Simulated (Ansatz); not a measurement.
Ansatz (an electronic-structure program) input (CCSD(T)/aug-cc-pV(Q+d)Z):
A basis named .json is the Basis Set Exchange file of that set.

Ansatz 0.2 input:
```yaml
crystal:
  periodic: [false, false, false]
  atoms:
    - {symbol: N, position_ang: [1.55609716, 0.33309840, -0.75361687]}
    - {symbol: Si, position_ang: [0.13437209, 0.01844009, -0.05658732]}
    - {symbol: F, position_ang: [-0.61488279, -1.41739840, -0.29314277]}
    - {symbol: F, position_ang: [-0.04113472, 0.11298649, 1.56798398]}
    - {symbol: F, position_ang: [-1.02437634, 1.04427994, -0.54290569]}
    - {symbol: H, position_ang: [2.34965527, -0.24866234, -0.51987920]}
basis:
  gaussian:
    orbitals: aug-cc-pV_Q+d_Z.json
total_charge: -1
magnetization: {spin_polarized: false}
correlation: {method: ccsd_t, electrons: outside_noble_gas}
```

Output:

```
Functional definition: HF
integrals: 9.43 GiB planned
2803 factors; integrals over basis functions are off by at most 7.4e-4 eV
4.20 GiB of device memory are held for the factors and their scratch space
mean field: 4.22 GiB planned
mean field evaluation 1: about -17486.1240 eV, gradient 4.1e1 eV
mean field evaluation 2: about -17486.1769 eV, gradient 4.1e1 eV
mean field evaluation 4: about -17489.4744 eV, gradient 3.6e0 eV
mean field evaluation 8: about -17489.5146 eV, gradient 3.1e-1 eV
mean field evaluation 16: about -17486.1227 eV, gradient 4.1e1 eV
mean field -17489.51505401 eV, -642.7278234157 hartree, gradient 3.6e-6 eV, S^2 0.000000; 0 other end points of the search recorded, 0 dependent functions left out
9 core orbitals not correlated
reference -17489.51505401 eV, -642.7278234157 hartree; 16, 16 occupied and 430, 430 virtual orbitals, 2803 factors
second order -32.82523575 eV of doubles, -0.00000000 eV of singles
coupled cluster: 62.63 GiB planned
cycle   1  -31.85250906 eV  change    9.7e-1 eV  update   1.1e-1
cycle   2  -32.46156770 eV  change   -6.1e-1 eV  update   3.3e-2
cycle   3  -32.60113450 eV  change   -1.4e-1 eV  update   1.5e-2
cycle   4  -32.57714674 eV  change    2.4e-2 eV  update   3.4e-3
cycle   5  -32.57283590 eV  change    4.3e-3 eV  update   1.6e-3
cycle   6  -32.57412380 eV  change   -1.3e-3 eV  update   5.4e-4
cycle   7  -32.57424574 eV  change   -1.2e-4 eV  update   2.2e-4
cycle   8  -32.57406281 eV  change    1.8e-4 eV  update   8.6e-5
cycle   9  -32.57403446 eV  change    2.8e-5 eV  update   3.1e-5
perturbative correction -1.18856472 eV, -0.0436789479 hartree
Total energy: -17523.27765319 eV, -643.9685760505 hartree
```

It need not be the lowest isomer of its formula. Whether it binds its extra electron was not tested at this geometry.
